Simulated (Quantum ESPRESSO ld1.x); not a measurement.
The numbers below are computed, except where a source is named.
All-electron atom: Yb LVII in [Ne] 3s1 3p2 4p1 (not the ground configuration). Code: ld1.x of Quantum ESPRESSO 7.5. Model: scalar-relativistic Kohn-Sham, LDA (Slater exchange, Perdew-Wang correlation), spin-polarised, spherical densities, point nucleus; open shells are filled with parallel spins first. Some entries of the table are withheld. Estimate them.

orbital  occ.  eigenvalue (Ry)  r(max) (bohr)
1s up       1       -4822.7347          0.012
1s down     1       -4821.7157          0.012
2s up       1       -1071.6454          0.070
2s down     1       -1070.6968          0.070
2p up       3        -984.2134          0.057
2p down     3        -983.1782          0.057
3s up       1        -433.5883          0.188
3s down     0        -429.5650          0.188
3p up       2        -407.5311            (1)
3p down     0        -403.5812            (2)
3d up       0        -383.7224          0.145
3d down     0        -380.4528          0.144
4s up       0        -231.2796          0.371
4s down     0        -228.6950          0.374
4p up       1        -220.6053          0.374
4p down     0        -218.0728          0.374

Answer. 
(1) 3p up r(max) (bohr): 0.183
(2) 3p down r(max) (bohr): 0.182
